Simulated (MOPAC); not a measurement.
Job for MOPAC: PM6 on BeC-, 2S+1 = 4, a spin state set in the input, which need not be the lowest, a point of a bond scan (R = 1.750 Å). Charge -1.

```
PM6 1SCF PRECISE CHARGE=-1 UHF MS=1.5 THREADS=1
CBe

Be     0.00000000 1     0.00000000 1     0.00000000 1
C      0.00000000 1     0.00000000 1     1.75013900 1
```

Output:

```
*******************************************************************************
 **                                                                           **
 **                              MOPAC v23.2.5                                **
 **                                                                           **
 *******************************************************************************
 ** MOPAC's Digital Object Identifier: https://doi.org/10.5281/zenodo.6511958 **
 **                                                                           **
 ** Please cite the open-source release paper for use of this MOPAC version:  **
 ** J. E. Moussa and J. J. P. Stewart (2026)                                  **
 ** MOPAC: An open-source semiempirical molecular orbital program             **
 ** J. Open Source Softw., 11(119), 8025, https://doi.org/10.21105/joss.08025 **
 *******************************************************************************

                              PM6 CALCULATION RESULTS

 *******************************************************************************
 *  PM6        - The PM6 Hamiltonian to be used
 *  UHF        - UNRESTRICTED HARTREE-FOCK CALCULATION
 *
 *
 *
 *                 CHARGE ON SYSTEM = -1
 *
 *
 *
 *  MS=        - IN MECI, MAGNETIC COMPONENT OF SPIN =  1.5
 *  PRECISE    - TIGHTER CRITERIA TO BE USED
 *  1SCF       - DO 1 SCF AND THEN STOP
 *  THREADS=1  - MULTI-THREADING NOT USED
 *  T=         - A TIME OF 172800.0 SECONDS REQUESTED
 *  DUMP=N     - RESTART FILE WRITTEN EVERY 7200.0 SECONDS REQUESTED
 *******************************************************************************
PM6 1SCF PRECISE CHARGE=-1 UHF MS=1.5 THREADS=1
 CBe

   ATOM   CHEMICAL          X               Y               Z
  NUMBER   SYMBOL      (ANGSTROMS)     (ANGSTROMS)     (ANGSTROMS)

     1      Be          0.00000000  *   0.00000000  *   0.00000000  *
     2       C          0.00000000  *   0.00000000  *   1.75013900  *



          CARTESIAN COORDINATES

    NO.       ATOM           X           Y           Z

     1        Be          0.0000      0.0000      0.0000
     2         C          0.0000      0.0000      1.7501

 General Reference for PM6:
 "Optimization of Parameters for Semiempirical Methods V: Modification of NDDO Approximations
 and Application to 70 Elements", J. J. P. Stewart, J. Mol. Mod., 13, 1173-1213 (2007)
 URL: https://link.springer.com/article/10.1007/s00894-007-0233-4

           Empirical Formula: C Be  =     2 atoms



      MOLECULAR POINT GROUP   :   C*v


          UHF CALCULATION, NO. OF ALPHA ELECTRONS =    5
                           NO. OF BETA  ELECTRONS =    2

 -------------------------------------------------------------------------------
 PM6 1SCF PRECISE CHARGE=-1 UHF MS=1.5 THREADS=1
 CBe



     1SCF WAS SPECIFIED, SO BFGS WAS NOT USED
     SCF FIELD WAS ACHIEVED


                              PM6 CALCULATION
                                                       MOPAC v23.2.5 Linux




          FINAL HEAT OF FORMATION =        183.73944 KCAL/MOL =     768.76582 KJ/MOL


          COSMO AREA              =         78.21 SQUARE ANGSTROMS
          COSMO VOLUME            =         61.94 CUBIC ANGSTROMS

          IONIZATION POTENTIAL    =          0.090533 EV
          ALPHA SOMO LUMO (EV)    =         -1.392 11.741
          BETA  SOMO LUMO (EV)    =         -0.091  8.158
          NO. OF ALPHA ELECTRONS  =          5
          NO. OF BETA  ELECTRONS  =          2
          MOLECULAR WEIGHT        =         21.0232         POINT GROUP:  C*v

          MOLECULAR DIMENSIONS (Angstroms)

            Atom       Atom       Distance
            C     2   Be     1     1.75014
            C     2   Be     1     0.00000
           Be     1    C     2     0.00000


          SCF CALCULATIONS        =          1





   ATOM   CHEMICAL          X               Y               Z
  NUMBER   SYMBOL      (ANGSTROMS)     (ANGSTROMS)     (ANGSTROMS)

     1      Be          0.00000000  *   0.00000000  *   0.00000000  *
     2       C          0.00000000  *   0.00000000  *   1.75013900  *

                             CARTESIAN COORDINATES

   1   Be        0.000000000     0.000000000     0.000000000
   2    C        0.000000000     0.000000000     1.750139000


           Empirical Formula: C Be  =     2 atoms



      MOLECULAR POINT GROUP   :   C*v


          ALPHA EIGENVALUES
  -9.47436  -3.15648  -2.01914  -2.01914  -1.39192  11.74094  11.74094  12.29379


           BETA EIGENVALUES
  -8.08709  -0.09053   8.15843   9.36134   9.36134  12.06583  12.06583  13.53592


              NET ATOMIC CHARGES AND DIPOLE CONTRIBUTIONS

  ATOM NO.   TYPE          CHARGE      No. of ELECS.   s-Pop       p-Pop
    1         Be          -0.288729        2.2887     1.72131     0.56742
    2          C          -0.711271        4.7113     1.78777     2.92350
 DIPOLE           X         Y         Z       TOTAL
 POINT-CHG.     0.000     0.000    -1.176     1.176
 HYBRID        -0.000    -0.000     1.154     1.154
 SUM           -0.000    -0.000    -0.023     0.023


          ATOMIC ORBITAL ELECTRON POPULATIONS

     Atom    s        px        py        pz
    1 Be   1.72131   0.02047   0.02047   0.52647
    2  C   1.78777   0.97953   0.97953   0.96445


                    (SZ)    =    1.500000
                    (S**2)  =    3.823043


          ATOMIC ORBITAL SPIN POPULATIONS

    Atom   Total    s     px     py     pz
         Atomic
    1 Be  0.3278 -0.050  0.020  0.020  0.337
    2  C  2.6722 -0.022  0.980  0.980  0.735

 **********************
 *                    *
 * JOB ENDED NORMALLY *
 *                    *
 **********************




 == MOPAC DONE ==
```

The run finished.

Cost: roughly 0.04 core-seconds.
